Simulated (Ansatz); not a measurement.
Born–Oppenheimer molecular dynamics of C2H8OSn (12 atoms, charge 0, multiplicity 1). It starts at the highest image of a converged band. Of that band: Neighbouring images differ by up to 1.8 eV, so the band resolves the path poorly. A vibrational analysis at the climbing image gives one clearly imaginary mode, 1615i cm⁻¹: a first-order saddle point.

Theory: Ansatz, RKS PBE-D4/def2-SVP.

```yaml
ensemble: NVE (velocity Verlet)
time_step: 0.5 fs
steps_asked: 200
starting_velocities_drawn_for: 300 K
seed: 9177
```

First frame:

```xyz
12
Properties=species:S:1:pos:R:3
Sn -1.308 0.703 1.230
C 0.544 -0.523 0.095
C 0.710 -0.279 -1.404
O 0.253 1.804 1.556
H 0.615 0.648 0.768
H -2.015 -0.341 2.439
H -2.359 0.856 -0.156
H -0.172 -1.367 0.294
H 1.469 -0.892 0.592
H 1.447 0.529 -1.588
H -0.242 0.042 -1.876
H 1.058 -1.181 -1.951
```

Problem. How far do the bonds stretch over the last three quarters of this one trajectory? (Pairs bonded in most of those frames.)

Solution. 
| bond | mean (Å) | spread (Å) | shortest | longest |
| --- | --- | --- | --- | --- |
| Sn1–C2 | 2.243 | 0.137 | 2.03 | 2.46 |
| Sn1–O4 | 2.081 | 0.087 | 1.93 | 2.20 |
| Sn1–H6 | 1.759 | 0.026 | 1.72 | 1.81 |
| Sn1–H7 | 1.755 | 0.049 | 1.67 | 1.84 |
| C2–C3 | 1.541 | 0.028 | 1.49 | 1.60 |
| C2–H8 | 1.119 | 0.022 | 1.08 | 1.16 |
| C2–H9 | 1.118 | 0.027 | 1.07 | 1.16 |
| C3–H10 | 1.115 | 0.010 | 1.10 | 1.14 |
| C3–H11 | 1.116 | 0.014 | 1.09 | 1.14 |
| C3–H12 | 1.113 | 0.006 | 1.10 | 1.13 |
| O4–H5 | 1.044 | 0.139 | 0.82 | 1.22 |

Mean temperature of the second half: 1358 K. The conserved energy stayed within 1.8 meV per atom of its start (net change -0.49 meV per atom), so there is no drift, though single steps change it by up to 24 meV in the whole system, a sign of fast motions only just resolved. The kinetic energy rose, since the run started high on the potential surface and went downhill. A run of 0.1 ps of so small a system gives no equilibrium averages. The orbitals stay closed-shell, which can raise the energy where a bond breaks towards radicals; this wasn't checked here.

Run time: 5.3 min on 2 threads of AMD EPYC 7B13 (Zen 3), with other jobs on the host, peak memory 0.16 GiB.
